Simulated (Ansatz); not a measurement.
Al₄Sb₃⁺, relaxed as a singlet with RKS PBE-D4/def2-SVP in Ansatz, starting from the GFN2-xTB geometry. Force threshold 0.02 eV/Å.

In the def2 sets Sb takes a core potential; there is no spin–orbit coupling. The restricted singlet is unstable towards broken spin symmetry in Hartree–Fock (as tested in another run); at PBE-D4/def2-SVP this wasn't settled. The structure comes from a short search, and lower isomers may exist.

Start:

```xyz
7

Al    0.394    1.328    0.781
Al    0.999   -1.332    0.997
Al    0.625   -0.177   -1.452
Al   -1.484   -0.531    0.206
Sb   -1.689    0.988    2.322
Sb   -1.225   -1.948   -1.973
Sb    2.381    1.671   -0.880
```

| step | energy (eV) | largest force component (eV/Å) | SCF passes |
| --- | --- | --- | --- |
| 1 | -45974.1195 | 1.231 | 43 |
| 2 | -45974.6629 | 0.863 | 32 |
| 3 | -45975.0448 | 0.420 | 25 |
| 4 | -45975.0870 | 0.194 | 27 |
| 5 (rejected) | -45975.0815 | 0.433 | 26 |
| 6 | -45975.0950 | 0.076 | 22 |
| 7 | -45975.0991 | 0.028 | 21 |
| 8 | -45975.1005 | 0.029 | 22 |
| 9 (rejected) | -45975.0984 | 0.242 | 23 |
| 10 | -45975.1032 | 0.040 | 23 |
| 11 | -45975.1039 | 0.111 | 22 |
| 13 | -45975.1063 | 0.060 | 22 |
| 15 | -45975.1112 | 0.054 | 22 |
| 17 | -45975.1205 | 0.257 | 29 |
| 19 | -45975.1378 | 0.064 | 23 |
| 21 | -45975.1412 | 0.038 | 22 |
| 23 | -45975.1459 | 0.267 | 22 |
| 25 (rejected) | -45975.1489 | 0.138 | 23 |
| 27 | -45975.1567 | 0.030 | 21 |
| 29 | -45975.1795 | 0.321 | 30 |
| 31 | -45975.2699 | 0.703 | 29 |
| 33 | -45975.5199 | 0.355 | 29 |
| 35 | -45975.8651 | 0.444 | 27 |
| 37 | -45975.9439 | 0.052 | 21 |
| 38 | -45975.9445 | 0.016 | 23 |

Force components are those of the run's own axes.

End:

```xyz
7

Al    0.8508    1.8759    1.3004
Al   -0.5010   -1.9992    1.3012
Al    1.1873   -0.4128   -2.0866
Al   -0.7968    0.2773   -0.2666
Sb   -1.0030    0.3497    2.4523
Sb   -0.6251   -2.2199   -1.3503
Sb    0.8878    2.1290   -1.3504
```

Bonds lost: Al1–Al2, Al2–Al3 (atoms count from 1). Bonds formed: Al2–Sb5, Al2–Sb6, Al4–Sb7 (atoms count from 1). Metal–metal contacts that move far: Al1–Al3 2.70 to 4.10 Å.

No frequencies were taken in this run, so the end may be a saddle point.

It took 70 s on 4 threads of Arm Neoverse V2 on a shared host.
